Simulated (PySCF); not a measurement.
This PySCF input asks for the NMR shieldings of `C1C([P@@](C(C)(C)C)(=O)[O-])C1`, [C7H14O2P]-; the geometry comes from GFN2-xTB.

```python
import basis_set_exchange as bse
import numpy as np
from pyscf import gto, dft
from pyscf.prop import nmr

atoms = """
C    -2.332477   -0.810197    0.526595
C    -1.199748    0.082186    0.042945
C    -1.327885    1.466477    0.657475
C    -1.186786    0.144416   -1.474910
P     0.344423   -0.799277    0.685774
O     0.462797   -2.123096    0.013222
O     0.350939   -0.742782    2.174931
C     1.682658    0.319969    0.044491
C     3.025474   -0.337907    0.045002
C     2.337561   -0.042627   -1.246356
H    -2.295300   -0.873838    1.613188
H    -2.190022   -1.813754    0.128975
H    -3.314656   -0.436844    0.220284
H    -2.329226    1.877626    0.499469
H    -0.603717    2.154480    0.223503
H    -1.137855    1.397197    1.726368
H    -0.991829   -0.850403   -1.869247
H    -2.146466    0.498693   -1.862906
H    -0.400322    0.811092   -1.825889
H     1.644784    1.365876    0.326084
H     3.903824    0.235135    0.318434
H     3.045067   -1.369232    0.368508
H     2.729782    0.746586   -1.878841
H     1.917244   -0.880013   -1.782611
"""
names = dict.fromkeys(["C", "P", "O", "H"], "pcSseg-1")
basis = {el: gto.basis.parse(bse.get_basis(n, elements=[el], fmt="nwchem")) for el, n in names.items()}
mol = gto.M(atom=atoms, basis=basis, charge=-1, verbose=0)
mf = dft.RKS(mol, xc="PBE0")
mf.grids.level = 2
mf.grids.alignment = dft.numint.BLKSIZE   # the property module wants whole blocks of grid points
mf.conv_tol = 1e-9
mf.kernel()

calc = nmr.RKS(mf)   # GIAO
C = mf.mo_coeff
Co = C[:, mf.mo_occ > 0]
resp = mf.gen_response(singlet=True, hermi=2)
def vind(x):   # induced exchange potential for any number of trial vectors
    d = np.einsum("pi,xij,qj->xpq", C, 2 * x.reshape(-1, C.shape[1], Co.shape[1]), Co, optimize=True)
    return np.einsum("xpq,pi,qj->xij", resp(d - d.transpose(0, 2, 1)), C, Co, optimize=True).ravel()
mo1, _ = nmr.rhf.solve_mo1(calc, with_cphf=vind)
sigma = calc.kernel(mo1)
for i, s in enumerate(sigma):   # ppm
    w = np.linalg.eigvalsh((s + s.T) / 2)
    print("%2d %-2s iso %8.1f  s11 %8.1f  s22 %8.1f  s33 %8.1f" % (i, mol.atom_pure_symbol(i), w.mean(), *w))
```

Problem. What does it print?

Solution. 
```
 0 C  iso    160.9  s11    142.3  s22    154.0  s33    186.3
 1 C  iso    153.1  s11    145.5  s22    151.4  s33    162.3
 2 C  iso    158.3  s11    141.5  s22    147.7  s33    185.8
 3 C  iso    157.9  s11    142.1  s22    148.0  s33    183.7
 4 P  iso    311.9  s11    208.0  s22    279.3  s33    448.3
 5 O  iso    230.9  s11    185.4  s22    211.2  s33    296.1
 6 O  iso    206.0  s11    164.6  s22    201.6  s33    251.7
 7 C  iso    178.8  s11    142.3  s22    173.4  s33    220.9
 8 C  iso    187.0  s11    161.5  s22    178.4  s33    221.3
 9 C  iso    181.1  s11    154.8  s22    174.6  s33    213.9
10 H  iso     30.0  s11     25.1  s22     29.3  s33     35.5
11 H  iso     30.0  s11     24.8  s22     29.9  s33     35.4
12 H  iso     32.0  s11     28.5  s22     29.3  s33     38.2
13 H  iso     31.5  s11     27.6  s22     29.1  s33     37.7
14 H  iso     30.8  s11     26.4  s22     30.4  s33     35.7
15 H  iso     29.7  s11     25.1  s22     29.2  s33     34.8
16 H  iso     30.0  s11     26.0  s22     29.4  s33     34.7
17 H  iso     31.5  s11     27.5  s22     29.2  s33     37.7
18 H  iso     30.6  s11     25.5  s22     31.1  s33     35.1
19 H  iso     31.3  s11     24.5  s22     30.4  s33     39.1
20 H  iso     31.9  s11     25.8  s22     27.1  s33     42.7
21 H  iso     31.1  s11     23.9  s22     30.3  s33     39.1
22 H  iso     31.8  s11     26.6  s22     26.9  s33     41.9
23 H  iso     31.3  s11     25.5  s22     29.7  s33     38.6
```

These numbers come from an equivalent density-fitted implementation of the same equations, which agrees with the script to about 0.01 ppm for H and up to a few tenths of a ppm for heavy atoms, so last digits may differ.

Problem. Turn these shieldings into chemical shifts. δ = σ(ref) − σ, references computed at the same level: 13C (σ = 186.93 ppm), 1H (σ = 31.72 ppm) vs TMS; 31P (σ = 318.38 ppm) against H3PO4; 17O (σ = 336.08 ppm) vs H2O.

Solution. Averaging equivalent atoms: C 1: 33.8; C 0/2/3: 27.9; C 7: 8.1; C 9: 5.8; C 8: -0.1; P 4: 6.5; O 6: 130.1; O 5: 105.2; H 10/11/12/13/14/15/16/17/18: 1.04; H 21: 0.64; H 23: 0.43; H 19: 0.38; H 22: -0.11; H 20: -0.17 ppm. Experimental scales use liquid or dissolved standards, which lie at an offset from isolated H2O (liquid H2O: subtract about 36 ppm) and H3PO4.

Size and cost of the density-fitted run: 247 basis functions, of the order of 2.5 core-minutes.
